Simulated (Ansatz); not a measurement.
The Si3–C2 bond of C2H8O3Si (SMILES CC[Si](O)(O)O) is stretched (multiplicity 1, the rest rigid).
Geometry at rest (charge 0, multiplicity 1):
```xyz
14

C     -2.378     0.231     0.344
C     -1.108    -0.430     0.898
Si     0.431    -0.036    -0.070
O      0.731     1.577    -0.176
O      1.645    -0.845     0.701
O      0.321    -0.454    -1.656
H     -2.288     1.319     0.338
H     -2.570    -0.081    -0.684
H     -3.255    -0.028     0.940
H     -0.946    -0.131     1.938
H     -1.227    -1.518     0.925
H      0.859     2.056     0.645
H      2.532    -0.753     0.343
H      0.205    -1.385    -1.859
```

Frozen-core correlation.

Programs: Ansatz (a program for electronic structure) with Gaussian orbitals. Each number belongs to the level named beside it.

Energies above the point at 1.860 Å (the B3LYP-D3(BJ) bond length), FIC-MRCISD+Q on CASSCF(2,2)/cc-pV(D+d)Z (kcal/mol): 11.21 at 1.674 Å; 5.71 at 2.046 Å; 102.31 at 5.022 Å.

Problem. Take the last value as the depth D of a Morse curve D(1 − e^(−a(R − R₀)))², fit a and R₀ to the two near points, and test it at 2.511 and 3.255 Å.

Solution. 
With D = 102.3, both near points (counted from the curve's value at 1.860 Å) are met by a = 1.49 Å⁻¹ and R₀ = 1.866 Å, so k = 2Da² = 457 kcal/(mol Å²). The curve then gives 39.2 and 78.2 kcal/mol; the level itself gives 40.1 and 83.5, so Morse is off by -1.0 and -5.3.
